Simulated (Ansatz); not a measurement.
Species: CH7ClNSi2, net charge 0, doublet state. It need not be the lowest isomer of its formula. 
Geometry from a B3LYP-D3(BJ)/def2-TZVP (Ansatz, a program for electronic structure) optimisation:
SMILES: [CH2][Si@H](Cl)N[SiH3]
```xyz
12

Si     0.7690     0.3602    -0.4685
C      1.7277    -1.1730    -0.1812
Cl     0.8290     1.4432     1.3120
N     -0.8308    -0.0041    -0.9667
Si    -1.9229    -1.1815    -0.3054
H      1.3566     1.2524    -1.4892
H      1.5975    -2.0565    -0.7961
H      2.4847    -1.2505     0.5895
H     -1.2440     0.6835    -1.5835
H     -1.1277    -2.0595     0.5787
H     -2.5403    -1.9843    -1.3880
H     -3.0172    -0.5549     0.4739
```
Charge 0, spin multiplicity 2.

Total electronic energies in hartree. Cores are frozen in the correlated levels unless marked. Open shells are spin-unrestricted. Spin-orbit coupling is left out. No relativistic terms. Basis-set limits of correlation are two-point, X^-3; Hartree-Fock from the larger set. [CCSD(T)-MP2]/basis is that difference in the basis named.

```json
[
 {"level": "HF/cc-pVTZ", "program": "Ansatz", "energy (Eh)": "-1133.92168"},
 {"level": "HF/cc-pV(Q+d)Z", "program": "Ansatz", "energy (Eh)": "-1133.94942"},
 {"level": "RI-HF/cc-pV(T+d)Z", "program": "Ansatz", "energy (Eh)": "-1133.93136"},
 {"level": "PBE-D4/def2-TZVPD", "program": "Ansatz + dftd4", "energy (Eh)": "-1135.76413"},
 {"level": "revPBE-D3(BJ)/def2-TZVPD", "program": "Ansatz + dftd3", "energy (Eh)": "-1136.16095"},
 {"level": "PBE0/def2-TZVP", "program": "Ansatz", "energy (Eh)": "-1135.86317"},
 {"level": "PBE0/def2-QZVPP", "program": "Ansatz", "energy (Eh)": "-1135.90518"},
 {"level": "HSE06-D3(BJ)/def2-TZVPD", "program": "Ansatz + dftd3", "energy (Eh)": "-1135.84751"},
 {"level": "wB97M-V/def2-TZVPD", "program": "Ansatz", "energy (Eh)": "-1136.26268"},
 {"level": "MP2/cc-pV(D+d)Z", "program": "Ansatz", "energy (Eh)": "-1134.46829"},
 {"level": "MP2/CBS(cc-pV(T+d)Z,cc-pV(Q+d)Z)", "program": "Ansatz", "energy (Eh)": "-1134.8442"},
 {"level": "RI-MP2/CBS(cc-pV(T+d)Z,cc-pV(Q+d)Z)", "program": "Ansatz", "energy (Eh)": "-1134.8438"},
 {"level": "CCSD(T)/cc-pV(T+d)Z", "program": "Ansatz", "energy (Eh)": "-1134.81742"},
 {"level": "RI-MP2/CBS(cc-pV(T+d)Z,cc-pV(Q+d)Z)+[CCSD(T)-MP2]/cc-pV(D+d)Z", "program": "Ansatz", "energy (Eh)": "-1134.9321"},
 {"level": "CCSD(T)/CBS(cc-pV(T+d)Z,cc-pV(Q+d)Z)", "program": "Ansatz", "energy (Eh)": "-1134.9382"}
]
```

Totals of different functionals don't rank their quality; only differences between species are comparable.
